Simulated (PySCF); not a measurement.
Species: CH10NOSi3 (charge -1).
SMILES with atom numbers: `[CH3:1][Si@@H:2]([N-:3][SiH3:4])[O:5][SiH3:6]` (hydrogens: H7, H8, H9 on C1; H10 on Si2; H11, H12, H13 on Si4; H14, H15, H16 on Si6)

Cartesian coordinates in Å at the GFN2-xTB level; atoms count from 1:
```xyz
16
CH10NOSi3 angstrom
C      0.159   -2.133   -0.526
Si    -0.012   -0.240   -0.753
N     -1.064    0.499    0.292
Si    -2.650    1.004    0.420
O      1.570    0.303   -0.502
Si     2.518    0.980    0.561
H     -0.774   -2.625   -0.787
H      0.948   -2.564   -1.138
H      0.378   -2.375    0.511
H     -0.028   -0.031   -2.228
H     -2.954    1.293    1.846
H     -3.727    0.060   -0.017
H     -3.006    2.258   -0.312
H      2.179    2.382    0.837
H      2.594    0.259    1.843
H      3.860    0.938   -0.058
```

Closed-shell single points with PySCF (density fitting; grid level 2 and gas phase unless stated) on one GFN2-xTB geometry.

**Question.** Rank these settings by the LUMO energy, lowest first.
A. PBE0/cc-pVDZ
B. PBE0/pcSseg-1
C. PBE0/pcSseg-1, IEF-PCM benzene, level shift 0.3 Eh
D. PW91/pcSseg-1, IEF-PCM acetonitrile, start guess vsap
E. PBE0/ANO-RCC-VDZP, grid level 3

**Answer.** D (0.17 eV), C (2.49 eV), E (3.67 eV), B (4.36 eV), A (4.69 eV).

**Question.** Rank these settings by the HOMO–LUMO gap, lowest first.
A. PBE0/pcSseg-1, IEF-PCM benzene, level shift 0.3 Eh
B. PBE0/cc-pVDZ
C. PW91/pcSseg-1, IEF-PCM acetonitrile, start guess vsap
D. PBE0/ANO-RCC-VDZP, grid level 3

**Answer.** C (4.57 eV), D (5.26 eV), B (6.04 eV), A (6.33 eV).

All figures of these runs:

| settings | basis functions | SCF cycles | E (Eh) | HOMO (eV) | LUMO (eV) |
| --- | --- | --- | --- | --- | --- |
| PBE0/cc-pVDZ | 146 | 14 | -1042.1342 | -1.35 | 4.69 |
| PW91/pcSseg-1, IEF-PCM acetonitrile, start guess vsap | 173 | 15 | -1042.6448 | -4.40 | 0.17 |
| PBE0/pcSseg-1 | 173 | 14 | -1042.1152 | -1.61 | 4.36 |
| PBE0/pcSseg-1, IEF-PCM benzene, level shift 0.3 Eh | 173 | 14 | -1042.1556 | -3.84 | 2.49 |
| PBE0/ANO-RCC-VDZP, grid level 3 | 146 | 14 | -1041.8536 | -1.59 | 3.67 |

Cycle counts include a coarse-grid stage where the run had one. ANO-RCC sets were contracted for a scalar-relativistic Hamiltonian, but ran non-relativistically here. The structure is a single GFN2-xTB conformer; no vibrational corrections.
